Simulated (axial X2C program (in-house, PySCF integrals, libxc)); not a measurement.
## ScO⁺: from the spin-free to the two-component result

Calculated with an in-house all-electron X2C program for linear molecules (integrals from PySCF). Spin-free means the one-electron spin-free X2C Hamiltonian; two-component (2c) means X2C with spin–orbit coupling and atomic mean-field two-electron Coulomb and Gaunt terms, so the difference of the two also holds small scalar two-electron terms. Basis: Sc dyall-cv3z [10s11p7d5f2g], O dyall-av3z [7s6p3d2f] (cores contracted in-house); Gaussian nuclei, density fitting, unrestricted open shells. Masses: Sc 44.956 u, O 15.995 u.

Spin-free state: M_S = 0, Λ = 0 (closed shell); fragments Sc+ + O.

```
  level  Re (Å)  ωe (cm⁻¹)  De (eV)  μ (D)
   PBE0   1.598     1098.2    6.917  -7.00
     HF   1.588     1147.1    2.236  -8.37
    MP2   1.651      986.1    7.444    n/a
   CCSD   1.617     1084.6    6.164    n/a
CCSD(T)   1.642     1011.0    6.743    n/a
   BP86   1.623     1037.9    8.014  -6.68
```

Correlated methods: 8 electrons correlated (number of frozen shells: Sc 3 s, 2 p; O 1 s), 302 virtual spin orbitals or spinors in MP2, 88 natural virtuals in coupled cluster.

Dipoles are positive if O is the positive end and refer to the centre of mass.

Two-component determinant lowest at the distance of the search:

Ω = 0 (closed shell); fragments Sc+ + O.

| level | Re (Å) | ωe (cm⁻¹) | μ (D) |
| --- | --- | --- | --- |
| PBE0 | 1.598 | 1098.2 | -7.00 |
| HF | 1.588 | 1147.0 | -8.36 |
| MP2 | 1.651 | 986.0 | n/a |
| CCSD | 1.617 | 1084.6 | n/a |
| CCSD(T) | 1.642 | 1010.9 | n/a |
| BP86 | 1.623 | 1037.9 | -6.68 |

Task: From the two tables, how do the constants change at the CCSD(T) level (2c against spin-free)?

Result: At the CCSD(T) level Re is unchanged within 0.001 Å and ωe is unchanged to within 0.2 cm⁻¹.

The state is one determinant whose occupation by symmetry is held fixed; it was picked as the lowest of a PBE0 search that is not exhaustive. The closed shell is kept restricted, so the energy runs too high when the bond is stretched far. Dissociation energies refer to the lowest single-determinant-based atoms at the same level and basis. De is not given where an atomic determinant may have missed its ground term or J level, or where the truncated virtual space spoils (T). CCSD and (T) use frozen natural virtuals with an MP2 correction for the truncation; (T) itself is uncorrected, so its De runs slightly low. Without a current term, density functionals place determinants with orbital angular momentum somewhat too high. The outer-core s and p shells of the metal are frozen in the correlated rows, which leaves out core–valence correlation; for alkali and alkaline-earth bonds that tends to lengthen them. The T1 diagnostic is large, a sign of multireference character.
